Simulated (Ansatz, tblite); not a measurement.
Forces on GeF₂⁺ at its PBE-D4/def2-TZVP geometry. Total charge 1; doublet.

The xTB rows come from tblite. Another isomer (doublet) lies 1.53 eV lower at PBE0-D4/def2-TZVP; other spin states weren't run for this one.

GFN1-xTB (tblite), largest force 0.67 eV/Å:

```xyz
3
positions Å, forces eV/Å
Ge    0.035    1.016    0.290   -0.020   -0.644   -0.182
F     0.771   -0.707    0.454    0.342    0.240    0.344
F    -0.806   -0.309   -0.744   -0.322    0.404   -0.162
```

GFN2-xTB (tblite), largest force 0.98 eV/Å:

```
Ge 0.025 0.636 0.184
F 0.704 -0.496 0.454
F -0.729 -0.140 -0.638
```

PBE-D4/def2-TZVP (Ansatz), largest force 0.01 eV/Å:

```
Ge 0.005 0.012 0.007
F 0.003 -0.003 0.001
F -0.007 -0.009 -0.008
```
